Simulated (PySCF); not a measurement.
## A series of derivatives of [SiH3]N[SiH3]

Parent skeleton `[SiH3:1][NH:2][SiH3:3]`; one hydrogen on atom 2 is replaced by X. Hydrogens on one atom are averaged.

[PySCF: shielding tensors at PBE0/pcSseg-1 (GIAO); coordinates at the PBE0-D3(BJ)/def2-SVP level; no relativistic terms; isolated molecule; one conformer; equivalent nuclei averaged]

Shifts are taken against calculated references (same method and geometry level): TMS for $^{29}$Si and $^{1}$H; NH3 for $^{15}$N.

Parent (X = H): Si1/Si3 -46.7, N2 -5.9, H(Si1)/H(Si3) 4.74 ppm. Effects are Δδ = δ(X) − δ(H), positive for deshielding.

Question: Give Δδ (ppm) for X = CH3, allyl, BMe2, cPr, BH2.

Answer: 
| X | SMILES | Si1/Si3 | N2 | H(Si1)/H(Si3) |
| --- | --- | --- | --- | --- |
| CH3 | CN([SiH3])[SiH3] | +6.1 | +2.7 | -0.07 |
| allyl | C=CCN([SiH3])[SiH3] | +3.3 | +16.2 | -0.08 |
| BMe2 | CB(C)N([SiH3])[SiH3] | -0.1 | +90.5 | +0.01 |
| cPr | [SiH3]N([SiH3])C1CC1 | -2.5 | +20.2 | -0.14 |
| BH2 | BN([SiH3])[SiH3] | +15.5 | +128.4 | +0.16 |

Question: Which position responds most, and to which substituents?

Answer: N2: from +2.7 ppm with CH3 to +128.4 ppm with BH2.

Experimental scales use liquid or dissolved standards, which lie at an offset from isolated NH3 (liquid NH3: subtract about 20 ppm).
